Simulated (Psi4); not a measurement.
ketene (C2H2O), singlet, at a GFN2-xTB geometry; Psi4 1.11 with CCSD(T)/pcseg-1.

Here is a job for Psi4.
```
memory 2 GB

molecule mol {
0 1
  C    -0.011482    0.021363   -1.191901
  C     0.000930   -0.001730    0.096497
  H     0.002496    0.948264   -1.730061
  H    -0.036141   -0.885664   -1.762560
  O     0.012120   -0.022550    1.258131
}

set basis pcseg-1
set reference rhf
set cc_type df
set mp2_type df
set scf_type df

energy('ccsd(t)')
print_variables()
```

**Question.** What does Psi4 print? Leave out banner, timings and long lists.

**Answer.** 
```
    For method 'CCSD(T)', SCF Algorithm Type (re)set to DISK_DF.

   => Loading Basis Set <=

    Name: PCSEG-1
    Role: ORBITAL
    Keyword: BASIS

         ---------------------------------------------------------
                                   SCF
               by Justin Turney, Rob Parrish, Andy Simmonett
                          and Daniel G. A. Smith
                              RHF Reference
         ---------------------------------------------------------

  ==> Geometry <==

    Molecular point group: c1
    Full point group: C1

    Geometry (in Angstrom), charge = 0, multiplicity = 1:

       Center              X                  Y                   Z               Mass
    ------------   -----------------  -----------------  -----------------  -----------------
         C           -0.012275278839     0.022838806815    -1.274235029056    12.000000000000
         C            0.000136721161    -0.000254193185     0.014162970944    12.000000000000
         H            0.001702721161     0.949739806815    -1.812395029056     1.007825032230
         H           -0.036934278839    -0.884188193185    -1.844894029056     1.007825032230
         O            0.011326721161    -0.021074193185     1.175796970944    15.994914619570

  Running in c1 symmetry.

  Rotational constants: A =      9.93912  B =      0.34859  C =      0.33678 [cm^-1]
  Rotational constants: A = 297967.20617  B =  10450.42058  C =  10096.31860 [MHz]
  Nuclear repulsion =   59.001718097888499

  Charge       = 0
  Multiplicity = 1
  Electrons    = 22
  Nalpha       = 11
  Nbeta        = 11

  ==> Algorithm <==

  SCF Algorithm Type is DISK_DF.
  DIIS enabled.
  MOM disabled.
  Fractional occupation disabled.
  Guess Type is SAD.
  Energy threshold   = 1.00e-08
  Density threshold  = 1.00e-08
  Integral threshold = 1.00e-12

  ==> Primary Basis <==

  Basis Set: PCSEG-1
    Blend: PCSEG-1
    Number of shells: 24
    Number of basis functions: 52
    Number of Cartesian functions: 55
    Spherical Harmonics?: true
    Max angular momentum: 2

   => Loading Basis Set <=

    Name: (PCSEG-1 AUX)
    Role: JKFIT
    Keyword: DF_BASIS_SCF

  ==> Integral Setup <==

  ==> DiskDFJK: Density-Fitted J/K Matrices <==

    J tasked:                  Yes
    K tasked:                  Yes
    wK tasked:                  No
    Integrals threads:           1
    Algorithm:                Core
    Integral Cache:           SAVE
    Schwarz Cutoff:          1E-12
    Fitting Condition:       1E-10

   => Auxiliary Basis Set <=

  Basis Set: (PCSEG-1 AUX)
    Blend: DEF2-UNIVERSAL-JKFIT
    Number of shells: 87
    Number of basis functions: 263
    Number of Cartesian functions: 311
    Spherical Harmonics?: true
    Max angular momentum: 4

  Minimum eigenvalue in the overlap matrix is 3.3433477031E-03.
  Reciprocal condition number of the overlap matrix is 7.2814794918E-04.
    Using symmetric orthogonalization.

  ==> Pre-Iterations <==

  SCF Guess: Superposition of Atomic Densities via on-the-fly atomic UHF (no occupation information).

   -------------------------
    Irrep   Nso     Nmo
   -------------------------
     A         52      52
   -------------------------
    Total      52      52
   -------------------------

  ==> Iterations <==

                           Total Energy        Delta E     RMS |[F,P]|

   @DF-RHF iter SAD:  -150.87157156744064   -1.50872e+02   0.00000e+00
   @DF-RHF iter   1:  -151.60647381334644   -7.34902e-01   7.64618e-03 ADIIS/DIIS
   @DF-RHF iter   2:  -151.66441794522484   -5.79441e-02   4.25939e-03 ADIIS/DIIS
   @DF-RHF iter   3:  -151.68272502972741   -1.83071e-02   9.83663e-04 ADIIS/DIIS
   @DF-RHF iter   4:  -151.68421068517787   -1.48566e-03   3.43524e-04 ADIIS/DIIS
   @DF-RHF iter   5:  -151.68457849092300   -3.67806e-04   1.15432e-04 ADIIS/DIIS
   @DF-RHF iter   6:  -151.68462150073643   -4.30098e-05   4.74590e-05 DIIS
   @DF-RHF iter   7:  -151.68463568550459   -1.41848e-05   1.98069e-05 DIIS
   @DF-RHF iter   8:  -151.68463770037334   -2.01487e-06   3.95327e-06 DIIS
   @DF-RHF iter   9:  -151.68463777429793   -7.39246e-08   7.41409e-07 DIIS
   @DF-RHF iter  10:  -151.68463777678198   -2.48406e-09   2.70055e-07 DIIS
   @DF-RHF iter  11:  -151.68463777702695   -2.44967e-10   2.77398e-08 DIIS
   @DF-RHF iter  12:  -151.68463777702968   -2.72848e-12   4.78982e-09 DIIS
  Energy and wave function converged.

  ==> Post-Iterations <==

    Orbital Energies [Eh]
    ---------------------

    Doubly Occupied:

[...]
    Virtual:

[...]
    Final Occupation by Irrep:
              A
    DOCC [    11 ]
    NA   [    11 ]
    NB   [    11 ]

  @DF-RHF Final Energy:  -151.68463777702968

   => Energetics <=

    Nuclear Repulsion Energy =             59.0017180978884994
    One-Electron Energy =                -322.4011472813218688
    Two-Electron Energy =                 111.7147914064036911
    Total Energy =                       -151.6846377770296783

Computation Completed

Properties will be evaluated at   0.000000,   0.000000,   0.000000 [a0]

Properties computed using the SCF density matrix

 Multipole Moments:

 ------------------------------------------------------------------------------------
     Multipole            Electronic (a.u.)      Nuclear  (a.u.)        Total (a.u.)
 ------------------------------------------------------------------------------------

 L = 1.  Multiply by 2.5417464519 to convert [e a0] to [Debye]
 Dipole X            :          0.0256188           -0.0329741           -0.0073553
 Dipole Y            :         -0.0476654            0.0613514            0.0136860
 Dipole Z            :          2.6593459           -3.4229472           -0.7636013
 Magnitude           :                                                    0.7637594

 ------------------------------------------------------------------------------------

  Constructing Basis Sets for FNOCC...

   => Loading Basis Set <=

    Name: (PCSEG-1 AUX)
    Role: JKFIT
    Keyword: DF_BASIS_SCF

   => Loading Basis Set <=

    Name: (PCSEG-1 AUX)
    Role: RIFIT
    Keyword: DF_BASIS_CC

        *******************************************************
        *                                                     *
        *                       DF-CCSD                       *
        *                 Density-fitted CCSD                 *
        *                                                     *
        *                   Eugene DePrince                   *
        *                                                     *
        *******************************************************

  ==> 3-index integrals <==

  ==> DF Tensor (by Rob Parrish) <==

 => Primary Basis Set <=

  Basis Set: PCSEG-1
    Blend: PCSEG-1
    Number of shells: 24
    Number of basis functions: 52
    Number of Cartesian functions: 55
    Spherical Harmonics?: true
    Max angular momentum: 2

 => Auxiliary Basis Set <=

  Basis Set: (PCSEG-1 AUX)
    Blend: DEF2-SVP-RI
    Number of shells: 60
    Number of basis functions: 172
    Number of Cartesian functions: 195
    Spherical Harmonics?: true
    Max angular momentum: 3

    Number of auxiliary functions:         172

  ==> Memory <==

  ==> Input parameters <==

        Freeze core orbitals?                  no
        Use frozen natural orbitals?           no
        r_convergence:                  1.000e-07
        e_convergence:                  1.000e-06
        Number of DIIS vectors:                 8
        Number of frozen core orbitals:         0
        Number of active occupied orbitals:    11
        Number of active virtual orbitals:     41
        Number of frozen virtual orbitals:      0

  Begin singles and doubles coupled cluster iterations

   Iter  DIIS          Energy       d(Energy)          |d(T)|     time
      0   0 1   -0.4451462993   -0.4451462993    0.3260219294        0
      1   1 1   -0.4400211982    0.0051251011    0.0777655821        1
      2   2 1   -0.4561755694   -0.0161543712    0.0305941639        0
      3   3 1   -0.4575624908   -0.0013869214    0.0151000158        0
      4   4 1   -0.4574220124    0.0001404784    0.0027383823        0
      5   5 1   -0.4574503243   -0.0000283119    0.0010336202        0
      6   6 1   -0.4574733464   -0.0000230221    0.0002927556        0
      7   7 1   -0.4574651666    0.0000081799    0.0001103089        0
      8   8 1   -0.4574657094   -0.0000005428    0.0000368890        0
      9   8 2   -0.4574664831   -0.0000007738    0.0000146133        0
     10   8 3   -0.4574658772    0.0000006060    0.0000045791        0
     11   8 4   -0.4574660850   -0.0000002078    0.0000018073        1
     12   8 5   -0.4574659963    0.0000000887    0.0000005033        0
     13   8 6   -0.4574660092   -0.0000000129    0.0000002274        0
     14   8 7   -0.4574660171   -0.0000000079    0.0000000552        0

  CCSD iterations converged!

        T1 diagnostic:                        0.014728713752
        D1 diagnostic:                        0.047026000471

        OS MP2 correlation energy:           -0.327864214420
        SS MP2 correlation energy:           -0.117282084852
        MP2 correlation energy:              -0.445146299272
      * MP2 total energy:                  -152.129784076302

        OS CCSD correlation energy:          -0.355377422764
        SS CCSD correlation energy:          -0.102088594343
        CCSD correlation energy:             -0.457466017107
      * CCSD total energy:                 -152.142103794137

  Total time for CCSD iterations:       0.88 s (user)
                                        0.17 s (system)
                                           2 s (total)

  Time per iteration:                   0.06 s (user)
                                        0.01 s (system)
                                        0.14 s (total)

        *******************************************************
        *                                                     *
        *                      CCSD(T)                        *
        *                                                     *
        *******************************************************

        Using low-memory algorithm.

        num_threads:                      1
        memory requirements:        3.57 mb

        Number of abc combinations: 12341

        Computing (T) correction...

        % complete  total time
              10.0
              20.0
              30.0
              40.0
              50.0
              60.0
              70.0
              80.0
              90.0

        (T) energy                            -0.016615152426

        CCSD(T) correlation energy            -0.474081169533
      * CCSD(T) total energy                -152.158718946563

  Variable Map:
  ----------------------------------------------------------------------------
[...]
  Array Variable Map:
  ----------------------------------------------------------------------------
[...]
[...]
```
